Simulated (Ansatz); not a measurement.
Stepwise reaction of `[NH2][Ta]([OH])([OH])=[S]` with hydrogen chloride, as a gas-phase model of exchange steps in deposition or etching. ΔE in kJ/mol; ΔG adds harmonic PBE0-D4 terms to CCSD(T)/CBS, at 1 bar.

Program: Ansatz. Geometries: PBE0-D4/def2-TZVP. ΔE: electronic, gas phase. CBS: MP2 limit from def2 TZ/QZ plus the TZ coupled-cluster correction, frozen cores. This one scheme is used for every species. Functionals use def2-TZVPP. B3LYP here is the variant with VWN-RPA as its local correlation; programs differ in this. Elements past krypton have def2 core potentials. For Ta outer-core shells are correlated without core-valence functions, which leaves a few kJ/mol of doubt a bond. Each species was taken in one conformer, which may not be the lowest.

| step | reaction | PBE-D4 | B3LYP-D4 | ωB97M-V | CCSD(T)/CBS | ΔG(500 K) |
| --- | --- | --- | --- | --- | --- | --- |
| 2 | `[NH2][Ta]([OH])(=[S])[Cl]` + HCl → `[NH2][Ta](=[S])([Cl])[Cl]` + H₂O | -21.2 | -18.6 | -16.4 | -25.1 | -18.9 |

Problem. Give the row of step 1, `[NH2][Ta]([OH])([OH])=[S]` + HCl → `[NH2][Ta]([OH])(=[S])[Cl]` + H₂O. (An estimate is asked.)

Solution. Computed: 
| step | reaction | PBE-D4 | B3LYP-D4 | ωB97M-V | CCSD(T)/CBS | ΔG(500 K) |
| --- | --- | --- | --- | --- | --- | --- |
| 1 | `[NH2][Ta]([OH])([OH])=[S]` + HCl → `[NH2][Ta]([OH])(=[S])[Cl]` + H₂O | -29.3 | -26.6 | -24.6 | -32.2 | -23.9 |

Problem. By hand: ΔE of the 2 steps together at CCSD(T)/CBS.

Solution. (-32.2) + (-25.1) = -57.3 kJ/mol, or -28.7 kJ/mol a step.

In ΔE each step is higher than the one before. All are downhill at CCSD(T)/CBS. ΔG lies between -23.9 and -18.9 kJ/mol a step. PBE-D4 differs from CCSD(T)/CBS by 2.9 to 3.9 kJ/mol a step. Isolated molecules leave out the surface, adducts and barriers. Largest T1 diagnostic: 0.020.
